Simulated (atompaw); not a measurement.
**u(r) = r·R(r): atom against pseudo-atom (lanthanum)**

Columns: radius, all-electron u(r) and pseudo u(r) of the 5d shell (level -14.66 eV) of lanthanum in the configuration [Kr] 4d10 4f0 5s2 5p6 5d1 6s0 6p0; PBEsol, scalar-relativistic, PAW (atompaw) scheme, atompaw 4.2.0.5.

| r (bohr) | all-electron | pseudo |
| --- | --- | --- |
| 0.110 | 0.1621 | 0.0004 |
| 0.219 | 0.1602 | 0.0029 |
| 0.329 | -0.0488 | 0.0096 |
| 0.438 | -0.2338 | 0.0221 |
| 0.548 | -0.3133 | 0.0420 |
| 0.658 | -0.2921 | 0.0700 |
| 0.767 | -0.2055 | 0.1059 |
| 0.877 | -0.0846 | 0.1500 |
| 0.987 | 0.0470 | 0.2012 |
| 1.096 | 0.1740 | 0.2574 |
| 1.206 | 0.2907 | 0.3177 |
| 1.315 | 0.3914 | 0.3789 |
| 1.425 | 0.4765 | 0.4396 |
| 1.535 | 0.5453 | 0.4971 |
| 1.644 | 0.5982 | 0.5486 |
| 1.754 | 0.6377 | 0.5932 |
| 1.863 | 0.6646 | 0.6287 |
| 1.973 | 0.6812 | 0.6549 |
| 2.083 | 0.6886 | 0.6714 |
| 2.192 | 0.6884 | 0.6783 |
| 2.302 | 0.6819 | 0.6768 |
| 2.412 | 0.6702 | 0.6681 |
| 2.521 | 0.6545 | 0.6539 |
| 2.631 | 0.6354 | 0.6353 |
| 2.740 | 0.6140 | 0.6140 |
| 2.850 | 0.5907 | 0.5907 |

(1) How many radial nodes do the two functions have?

(2) Is the pseudo-wave norm-conserving?

Results:

(1) The all-electron 5d function has n − l − 1 = 2; the pseudo-wave has 0, since the states of the same l below it are removed with the core.

(2) No, it belongs to a PAW set: the norm inside the radius is not constrained, and the difference is carried by the augmentation charge.
